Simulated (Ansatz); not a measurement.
`C#CB(C)C`, charge 0, multiplicity 1.

Q: Give a relaxed structure at PBE0-D4/def2-TZVP (the Gaussian-basis code of Ansatz). (Best estimate.)

A: Computed: 
Cartesian coordinates in Å:
```
C 2.077 1.672 0.081
C 1.136 0.915 0.045
B -0.051 -0.042 -0.001
C -1.440 0.492 -0.482
C 0.151 -1.531 0.433
H 2.906 2.340 0.112
H -2.283 -0.099 -0.114
H -1.446 0.388 -1.578
H -1.608 1.550 -0.277
H -0.034 -1.564 1.517
H 1.165 -1.908 0.285
H -0.572 -2.213 -0.021
```
Point group C2.
This is one stationary point; other conformers may exist.
